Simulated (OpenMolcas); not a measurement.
**Kr+: thermal populations, worked from levels**

```json
{"Program": "OpenMolcas", "Basis": "ANO-R2 [6s5p4d3f1g]", "Scalar Hamiltonian": "X2C, finite nucleus", "Active space": "7 electrons in 9 orbitals (RAS2 4s 4p; RAS3 4d, at most 2 electrons)", "State averaging": "2S+1 = 2 odd, 3 roots; 2S+1 = 2 even, 1 root", "Spin-orbit coupling": "RASSI with atomic mean-field integrals over the reference wave functions, term energies averaged over their components"}
```

Methods: RASSCF; SS-RASPT2, IPEA 0.25 Eh, imaginary shift 0.1 Eh (closed shells correlated: 3d). Measured levels: NIST Handbook of Basic Atomic Spectroscopic Data.

**Thermal populations.** Z = Σ (2J + 1) exp(-E/kT) with k = 0.695035 cm-1/K, over the levels below. No other level of either list lies under 90000 cm-1, which is above 7 kT at each temperature.

| Level | 2J + 1 | SS-RASPT2 | measured |
| --- | --- | --- | --- |
| 4s² 4p⁵ ²P°_3/2 | 4 | 0.0 | 0.0 |
| 4s² 4p⁵ ²P°_1/2 | 2 | 4804 | 5370 |

```tsv
T (K)	Z, SS-RASPT2	Z, measured levels	Ground level (%), SS-RASPT2	Ground level (%), measured levels
5000	4.502	4.427	88.9	90.4
8000	4.843	4.761	82.6	84.0
12000	5.124	5.051	78.1	79.2
```

At 12000 K, kT = 8340 cm-1, and the computed levels give Z = 4.000 + 1.124 = 5.124.

Active for correlation alone: 4d; no level in the range computed is led by a configuration that fills it, so any true level of that kind is missing. Without dynamic correlation excited terms often stand tens of per cent too high (terms of higher spin than the ground term too low), and those without a measured partner can miss by more than the paired ones (holds for RASSCF). Measured partners are found by configuration, term and J. A level has none where our copy of the source lacks it or the pairing is in doubt (some pairs that miss far off the trend of their configuration count as doubtful), and it then counts in no deviation. Only configurations of the active space appear.

° marks odd parity.
